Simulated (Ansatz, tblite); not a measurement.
## Ligand exchange: BH(CH3)I + HOI → BH(CH3)(OH) + I2

Species: BH(CH3)I, singlet; HOI `OI`, singlet; BH(CH3)(OH), singlet; I2 (iodine), singlet. The partners trade I for OH: B–I and I–OH bonds give way to B–OH and I–I.

Shapes, held fixed at every level: PBE0-D4/def2-TZVP. Flexible molecules stand in one conformer, not always the lowest. Programs: Ansatz 0.2.0, tblite 0.8.0. The zero-point and thermal change to 298 K, harmonic and unscaled (PBE0-D4/def2-TZVP), is +7.1 kJ/mol.

Estimate ΔH(298 K) of this reaction.

The highest level, CCSD(T)/def2-TZVPP, gives ΔH(298 K) = -202.7 kJ/mol; the levels span -238.3 to -202.7. The column of differences is taken from that level and isn't an error. No measured value is set beside it here. For atoms past krypton def2 sets carry core potentials with scalar relativity. Outer-core shells of I are correlated in most correlated rows, in sets that cover them unevenly. CCSD(T)/def2-TZVPP lies outside the range of all other levels here, so it shouldn't be taken on trust.

| level | kind | ΔH(298 K) (kJ/mol) | less CCSD(T)/def2-TZVPP |
| --- | --- | --- | --- |
| GFN1-xTB | semi-empirical | -221.0 | -18.3 |
| SPW92/def2-TZVPP | LDA | -212.2 | -9.5 |
| r2SCAN-D4/def2-TZVPP | meta-GGA | -209.1 | -6.4 |
| r2SCAN0-D4/def2-TZVPP | global hybrid | -218.7 | -16.0 |
| wB97X-V/def2-TZVPP | range-separated hybrid | -210.3 | -7.6 |
| MP2/def2-SVP | perturbation theory | -236.6 | -33.9 |
| CCSD/def2-SVP | coupled cluster or CI | -238.3 | -35.6 |
| CCSD/def2-TZVPP | coupled cluster or CI | -208.2 | -5.5 |
| CCSD(T)/def2-TZVPP | coupled cluster or CI | -202.7 | 0.0 |
